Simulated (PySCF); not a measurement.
Magnetic shielding above rings: a mixed set.

NICS is the negative of the GIAO shielding at a point without a nucleus: at the ring centre (0) and 1 Å above and below it (1); zz is the component along the ring normal. Level: GIAO PBE0/pcSseg-1 (PySCF, non-relativistic, gas phase) on the GFN2-xTB geometries, one conformer each. Atom numbers follow the mapped SMILES.

Task: Order these rings by mean NICS(1)zz, lowest (most negative) first (ppm).
A. ring C6–C7–C8–O9–C10 in `[CH2:1]=[CH:2][P@:3](=[O:4])([OH:5])[c:6]1[cH:7][cH:8][o:9][cH:10]1`
B. ring C2–N3–N4–O5–N6 in `[F:1][c:2]1[n:3][n:4][o:5][n:6]1`
C. ring C2–C3–C4–S5–C6–C8 in `[O:1]=[c:2]1[cH:3][cH:4][s:5][c:6]([OH:7])[cH:8]1`
D. ring C5–P6–C7–O8–C9 in `[CH3:1][O:2][C:3](=[O:4])[c:5]1[p:6][cH:7][o:8][c:9]1[CH3:10]`
E. ring C4–C5–C6–Si7–Si8 in `[F:1][CH:2]([F:3])[C@@H:4]1[CH2:5][CH2:6][SiH2:7][SiH2:8]1`

Result: B (-31.9), A (-26.8), D (-23.1), C (-6.1), E (-0.6).

```
                     SMILES                                                           ring  NICS(0)  NICS(1)  NICS(1)zz  HOMA  rms pucker (Å)  ring atoms with four or more neighbours
                   Fc1nnon1      5-membered ring with 3 N and O; formal bonds all aromatic    -14.2    -13.0      -31.9  0.68            0.00                                        0
      C=C[P@](=O)(O)c1ccoc1              5-membered ring with O; formal bonds all aromatic    -12.4    -10.6      -26.8  0.51            0.00                                        0
            COC(=O)c1pcoc1C        5-membered ring with O and P; formal bonds all aromatic    -10.8    -10.4      -23.1  0.50            0.00                                        0
              O=c1ccsc(O)c1  6-membered ring with S; bonds drawn aromatic by RDKit's count     -2.7     -4.2       -6.1  0.26            0.00                                        0
FC(F)[C@@H]1CC[SiH2][SiH2]1             5-membered ring with 2 Si; formal bonds all single     -4.3     -3.8       -0.6     –            0.21                                        5
```

NICS(0) gives another order. The isotropic NICS(1) gives the same order. Over the 4 rings with a HOMA value its correlation coefficient with NICS(1)zz is -0.97. HOMA uses Krygowski's 1993 parameters; it is left out where a ring has a four-coordinate atom, a triple bond, no multiple bond or a kind of bond without parameters. NICS(1) and NICS(1)zz are means over the two faces.
